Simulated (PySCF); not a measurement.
## Two-component Hartree-Fock for Sr⁺ (strontium, charge +1)

Start: [Kr] 4d1; 4d5/2 filled at m_j = +5/2. Calculated with PySCF 2.14 in x2c-TZVPall-2c (8s9p7d1f, 77 functions): generalised Hartree-Fock with the X2C-1e Hamiltonian and a Gaussian nucleus; one run each with spin-orbit coupling (SO) switched off, then screened by Boettger's factors. This is a chosen level, not necessarily the ground level.

| spinor shell | electrons | ε, spin-free (eV) | ε, screened SO (eV) | weight of nominal j (screened SO) | rms radius, screened SO (bohr) |
| --- | --- | --- | --- | --- | --- |
| 1s1/2 | 2 | -16201.7 | -16201.1 | 1.000 | 0.0451 |
| 2s1/2 | 2 | -2265.5 | -2265.3 | 1.000 | 0.187 |
| 2p1/2 | 2 | -2007.7 | -2054.9 | 1.000 | 0.164 |
| 2p3/2 | 4 | -2007.7 | -1985.4 | 1.000 | 0.167 |
| 3s1/2 | 2 | -383.64 | -383.63 | 1.000 | 0.524 |
| 3p1/2 | 2 | -297.91 | -305.49 | 1.000 | 0.528 |
| 3p3/2 | 4 | -297.91 | -294.33 | 1.000 | 0.539 |
| 3d3/2 | 4 | -156.06 | -157.19 | 1.000 | 0.545 |
| 3d5/2 | 6 | -156.06 | -155.31 | 1.000 | 0.548 |
| 4s1/2 | 2 | -56.840 | -56.853 | 1.000 | 1.47 |
| 4p1/2 | 2 | -33.959 | -34.689 | 0.953 | 1.67 |
| 4d5/2 | 1 | -8.634 | -8.623 | 1.000 | 3.45 |

Where does 4p3/2 lie, and what is the 4p spin-orbit splitting (screened SO)?

At -33.641 eV, 1.049 eV above 4p1/2.

```tsv
quantity	spin-free	screened SO
E (hartree)	-3176.94493	-3177.19307
M_J	5/2	5/2
⟨J²⟩	8.754	8.754
⟨L²⟩	6.003	6.010
⟨S²⟩	0.751	0.758
```

Each row is a mean over spinors that exchange with the open shell spreads, by up to 1.738 eV (4p3/2).

Breit and QED terms are absent; they matter most for the inner s and p1/2 levels.

Densities and radii are taken from the X2C orbitals without a picture-change correction, which distorts them close to the nucleus.

Without spin-orbit coupling the j labels of p, d and f shells carry no meaning; the spin-free column gives the mean over the occupied spinors of each nl shell.
